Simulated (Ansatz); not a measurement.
`C[O][SnH]([Cl])[Cl]` → `C[O][Sn][Cl]` + HCl at 500 K and 1 bar (stannylene formation by 1,1-elimination).

Isolated molecules relaxed with PBE0-D4/def2-TZVP in Ansatz; ΔE leaves out vibrations. CCSD(T)/CBS is the MP2 limit (def2-TZVPP, def2-QZVPP) plus CCSD(T) − MP2 in def2-TZVPP, frozen cores. This one scheme is used for every species. def2 core potentials past Kr. For Sn outer-core shells are correlated without core-valence functions, which leaves a few kJ/mol of doubt a bond. One conformer a species, not always the lowest.

```json
{"species": "`C[O][SnH]([Cl])[Cl]`", "CCSD(T)/CBS energy (Eh)": "-1249.30688", "H − E (kJ/mol)": "183.1", "S (J/(mol·K))": "456.4"}
{"species": "`C[O][Sn][Cl]`", "CCSD(T)/CBS energy (Eh)": "-788.90874", "H − E (kJ/mol)": "147.6", "S (J/(mol·K))": "390.8"}
{"species": "HCl", "CCSD(T)/CBS energy (Eh)": "-460.38127", "H − E (kJ/mol)": "32.5", "S (J/(mol·K))": "201.9"}
```

H − E and S are ideal-gas, rigid-rotor, harmonic terms from PBE0-D4/def2-TZVP, for one conformer and one mirror image of each species. 1 Eh = 2625.50 kJ/mol, R = 8.31446 J/(mol·K).

Task: By hand: ΔE, ΔH, ΔS and ΔG.

Result: ΔE = (-788.90874) + (-460.38127) − (-1249.30688) = 0.01687 Eh = 44.3 kJ/mol. Δ(H − E) = 147.6 + 32.5 − 183.1 = -3.0, so ΔH = 41.3 kJ/mol. ΔS = 390.8 + 201.9 − 456.4 = 136.3 J/(mol·K). ΔG = 41.3 − 500 × (136.3)/1000 = -26.9 kJ/mol.

Task: By hand: the equilibrium constant, and the temperature at which ΔG would vanish if ΔH and ΔS stayed fixed.

Result: log₁₀ K = −ΔG/(RT ln 10) = 2.8. ΔG = 0 at ΔH/ΔS = 303 K.

The number of gas molecules changes by +1, which sets the sign of ΔS. A doubt of 5 kJ/mol in ΔE shifts log₁₀ K by 0.5 here. Other conformers and mirror images would add mixing entropy, several J/(mol·K) or more a flexible species. Modes under 60 cm⁻¹, often nearly free rotors, make the harmonic entropy too high. These are equilibria of isolated gas molecules and say nothing of rates. Largest T1 diagnostic: 0.017 (customary marks: 0.02 for closed shells, 0.045 for open ones).
